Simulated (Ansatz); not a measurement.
Program: Ansatz. Geometries: PBE0-D4/def2-TZVP. ΔE: electronic, gas phase. CCSD(T)/CBS is the MP2 limit (def2-TZVPP, def2-QZVPP) plus CCSD(T) − MP2 in def2-TZVPP, frozen cores. Double bonds are as drawn, so ΔE can hold a change between cis and trans. Functionals use def2-TZVPP. One conformer a species, not always the lowest.

Reaction (redistribution): `O[SiH](O)/C=C/[SiH3]` + `C[SiH2]S[SiH2]Cl` → `O[SiH](O)S[SiH2]Cl` + `C[SiH2]/C=C/[SiH3]`

(1) Is it downhill or uphill in electronic energy at CCSD(T)/CBS, and by how much? (An estimate is asked.)

(2) What do these levels give: PBE-D4, ωB97X-V, PBE, r2SCAN, CCSD/def2-TZVPP, MP2/def2-QZVPP? (An estimate is asked.)

Largest T1 diagnostic among the species: 0.012.

## Answers

(1) Ansatz gave: Downhill: ΔE = -1.4 kcal/mol.

(2) The calculation gave: PBE-D4 -2.0, ωB97X-V -1.5, PBE -1.9, r2SCAN -1.9, CCSD/def2-TZVPP -1.3, MP2/def2-QZVPP -1.4 kcal/mol.
